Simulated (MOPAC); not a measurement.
Job for MOPAC: PM6 on C2H4FN (a complex), monomers drawn apart or pushed together.

```
PM6 1SCF PRECISE CHARGE=0 THREADS=1
C2H4FN

F      0.48255518 1    -0.31717282 1    -0.34942402 1
H      0.35994762 1    -0.18489023 1     0.57557568 1
C     -0.24431172 1     0.46502660 1     5.12482059 1
C     -0.05492652 1     0.26154318 1     3.69995808 1
N      0.09454969 1     0.10089659 1     2.57504117 1
H     -1.25683546 1     0.17889301 1     5.40970475 1
H      0.46701788 1    -0.14222951 1     5.68471941 1
H     -0.08857038 1     1.51467859 1     5.37424423 1
```

The log:

```
*******************************************************************************
 **                                                                           **
 **                              MOPAC v23.2.5                                **
 **                                                                           **
 *******************************************************************************
 ** MOPAC's Digital Object Identifier: https://doi.org/10.5281/zenodo.6511958 **
 **                                                                           **
 ** Please cite the open-source release paper for use of this MOPAC version:  **
 ** J. E. Moussa and J. J. P. Stewart (2026)                                  **
 ** MOPAC: An open-source semiempirical molecular orbital program             **
 ** J. Open Source Softw., 11(119), 8025, https://doi.org/10.21105/joss.08025 **
 *******************************************************************************

                              PM6 CALCULATION RESULTS

 *******************************************************************************
 *  PM6        - The PM6 Hamiltonian to be used
 *
 *
 *
 *                 CHARGE ON SYSTEM = 0
 *
 *
 *
 *  PRECISE    - TIGHTER CRITERIA TO BE USED
 *  1SCF       - DO 1 SCF AND THEN STOP
 *  THREADS=1  - MULTI-THREADING NOT USED
 *  T=         - A TIME OF 172800.0 SECONDS REQUESTED
 *  DUMP=N     - RESTART FILE WRITTEN EVERY 7200.0 SECONDS REQUESTED
 *******************************************************************************
PM6 1SCF PRECISE CHARGE=0 THREADS=1
 C2H4FN

   ATOM   CHEMICAL          X               Y               Z
  NUMBER   SYMBOL      (ANGSTROMS)     (ANGSTROMS)     (ANGSTROMS)

     1       F          0.48255518  *  -0.31717282  *  -0.34942402  *
     2       H          0.35994762  *  -0.18489023  *   0.57557568  *
     3       C         -0.24431172  *   0.46502660  *   5.12482059  *
     4       C         -0.05492652  *   0.26154318  *   3.69995808  *
     5       N          0.09454969  *   0.10089659  *   2.57504117  *
     6       H         -1.25683546  *   0.17889301  *   5.40970475  *
     7       H          0.46701788  *  -0.14222951  *   5.68471941  *
     8       H         -0.08857038  *   1.51467859  *   5.37424423  *



          CARTESIAN COORDINATES

    NO.       ATOM           X           Y           Z

     1         F          0.4826     -0.3172     -0.3494
     2         H          0.3599     -0.1849      0.5756
     3         C         -0.2443      0.4650      5.1248
     4         C         -0.0549      0.2615      3.7000
     5         N          0.0945      0.1009      2.5750
     6         H         -1.2568      0.1789      5.4097
     7         H          0.4670     -0.1422      5.6847
     8         H         -0.0886      1.5147      5.3742

 General Reference for PM6:
 "Optimization of Parameters for Semiempirical Methods V: Modification of NDDO Approximations
 and Application to 70 Elements", J. J. P. Stewart, J. Mol. Mod., 13, 1173-1213 (2007)
 URL: https://link.springer.com/article/10.1007/s00894-007-0233-4

           Empirical Formula: C2 H4 N F  =     8 atoms



      MOLECULAR POINT GROUP   :   C3v


      RHF CALCULATION, NO. OF DOUBLY OCCUPIED LEVELS = 12


 -------------------------------------------------------------------------------
 PM6 1SCF PRECISE CHARGE=0 THREADS=1
 C2H4FN



     1SCF WAS SPECIFIED, SO BFGS WAS NOT USED
     SCF FIELD WAS ACHIEVED


                              PM6 CALCULATION
                                                       MOPAC v23.2.5 Linux




          FINAL HEAT OF FORMATION =        -45.15046 KCAL/MOL =    -188.90950 KJ/MOL


          COSMO AREA              =        110.04 SQUARE ANGSTROMS
          COSMO VOLUME            =         84.48 CUBIC ANGSTROMS

          IONIZATION POTENTIAL    =         13.250091 EV
          HOMO LUMO ENERGIES (EV) =        -13.250  0.940
          NO. OF FILLED LEVELS    =         12
          MOLECULAR WEIGHT        =         61.0587         POINT GROUP:  C3v

          MOLECULAR DIMENSIONS (Angstroms)

            Atom       Atom       Distance
            H     8    F     1     6.03674
            H     7    H     6     1.77494
            H     6    F     1     1.51481


          SCF CALCULATIONS        =          1





   ATOM   CHEMICAL          X               Y               Z
  NUMBER   SYMBOL      (ANGSTROMS)     (ANGSTROMS)     (ANGSTROMS)

     1       F          0.48255518  *  -0.31717282  *  -0.34942402  *
     2       H          0.35994762  *  -0.18489023  *   0.57557568  *
     3       C         -0.24431172  *   0.46502660  *   5.12482059  *
     4       C         -0.05492652  *   0.26154318  *   3.69995808  *
     5       N          0.09454969  *   0.10089659  *   2.57504117  *
     6       H         -1.25683546  *   0.17889301  *   5.40970475  *
     7       H          0.46701788  *  -0.14222951  *   5.68471941  *
     8       H         -0.08857038  *   1.51467859  *   5.37424423  *

                             CARTESIAN COORDINATES

   1    F        0.482555180    -0.317172820    -0.349424020
   2    H        0.359947620    -0.184890230     0.575575680
   3    C       -0.244311720     0.465026600     5.124820590
   4    C       -0.054926520     0.261543180     3.699958080
   5    N        0.094549690     0.100896590     2.575041170
   6    H       -1.256835460     0.178893010     5.409704750
   7    H        0.467017880    -0.142229510     5.684719410
   8    H       -0.088570380     1.514678590     5.374244230


           Empirical Formula: C2 H4 N F  =     8 atoms



      MOLECULAR POINT GROUP   :   C3v


                  EIGENVALUES
 -39.69037 -32.37891 -27.60340 -18.37732 -16.36084 -16.28075 -16.28073 -14.85577
 -14.85577 -13.36918 -13.36918 -13.25009   0.93995   0.93995   2.50310   4.47147
   4.47148   4.64736   5.41170   5.93165


              NET ATOMIC CHARGES AND DIPOLE CONTRIBUTIONS

  ATOM NO.   TYPE          CHARGE      No. of ELECS.   s-Pop       p-Pop
    1          F          -0.319084        7.3191     1.96196     5.35712
    2          H           0.308443        0.6916     0.69156
    3          C          -0.444487        4.4445     1.07008     3.37441
    4          C           0.143927        3.8561     1.12016     2.73592
    5          N          -0.265392        5.2654     1.79735     3.46804
    6          H           0.192197        0.8078     0.80780
    7          H           0.192198        0.8078     0.80780
    8          H           0.192197        0.8078     0.80780
 DIPOLE           X         Y         Z       TOTAL
 POINT-CHG.    -0.654     0.704     4.926     5.018
 HYBRID        -0.094     0.101     0.707     0.720
 SUM           -0.748     0.805     5.633     5.739


          ATOMIC ORBITAL ELECTRON POPULATIONS

     Atom    s        px        py        pz
    1  F   1.96196   1.98912   1.98733   1.38067
    2  H   0.69156
    3  C   1.07008   1.19665   1.19605   0.98171
    4  C   1.12016   0.90329   0.90336   0.92926
    5  N   1.79735   1.12294   1.12321   1.22189
    6  H   0.80780
    7  H   0.80780
    8  H   0.80780

 **********************
 *                    *
 * JOB ENDED NORMALLY *
 *                    *
 **********************




 == MOPAC DONE ==
```

The run finished.

Cost: about 0.020 core-seconds (a rough figure).
